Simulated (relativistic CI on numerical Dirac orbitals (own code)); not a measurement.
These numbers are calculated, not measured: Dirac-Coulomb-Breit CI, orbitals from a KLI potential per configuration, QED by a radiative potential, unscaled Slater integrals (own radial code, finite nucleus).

CI space (outside the closed core [Ne]): 3s²3p⁶, 3s²3p⁵3d, 3s3p⁶3d, 3s²3p⁵4s, 3s²3p⁵4p, 3s²3p⁵4d, 3s3p⁶4s, 3s²3p⁵4f, 3p⁶3d4p, 3s3p⁶4p, 3s3p⁶4d, 3s3p⁶4f, 3s²3p⁵5s, 3s²3p⁵5p, 3s²3p⁵5d, 3s²3p⁵5f, 3s²3p⁵5g, 3s3p⁶5s, 3s3p⁶5p, 3s3p⁶5d, 3s²3p⁵6s, 3p⁶3d², 3p⁵3d³, 3p⁵3d²4s, 3p⁵3d²4p, 3p⁵3d²4d, 3p⁶3d4s, 3p⁵3d4s², 3p⁵3d4s4p, 3p⁵3d4s4d, 3p⁶4s², 3p⁵4s²4p, 3p⁵4s²4d. Double excitations out of closed p, d and f shells are left out; levels of such configurations are missing from the list, as are those of other unlisted configurations, and high levels can miss mixing partners. These lack a partner that the ground configuration has and come out too high: 3s²3p⁵4f, 3s²3p⁵5s, 3s²3p⁵5p, 3s²3p⁵5d, 3s²3p⁵5f.

At this charge energies of transitions that change n are usually good to better than 1 %, and those within a shell (Δn = 0) to a few per cent.

Outline of the computed level scheme of Ir LX. Lowest level of each configuration: 3s²3p⁶ ¹S0 at 0.00 eV; 3s²3p⁵3d ³P°0 at 249.82 eV; 3s3p⁶3d ³D1 at 914.36 eV; 3p⁶3d² ³F2 at 1846.82 eV; 3p⁵3d³ ³D°2 at 2099.32 eV.

Some strong electric-dipole decays among the lowest 45 levels: 3s²3p⁵3d ¹P°1 → 3s²3p⁶ ¹S0 (5.4e+12 s⁻¹); 3s3p⁶3d ³D2 → 3s²3p⁵3d ³F°3 (4.4e+12 s⁻¹); 3s3p⁶3d ³D3 → 3s²3p⁵3d ³F°4 (4.0e+12 s⁻¹); 3s3p⁶3d ³D1 → 3s²3p⁵3d ³D°2 (2.5e+12 s⁻¹); 3s3p⁶3d ³D1 → 3s²3p⁵3d ³P°1 (2.4e+12 s⁻¹); 3s3p⁶3d ¹D2 → 3s²3p⁵3d ¹D°2 (2.4e+12 s⁻¹); 3s3p⁶3d ³D3 → 3s²3p⁵3d ³D°3 (1.6e+12 s⁻¹); 3s3p⁶3d ³D2 → 3s²3p⁵3d ³D°2 (1.5e+12 s⁻¹).

LS names give the leading component of a level, which can be under half, so a name can repeat, a term be missing and a line seem to break the LS rules.
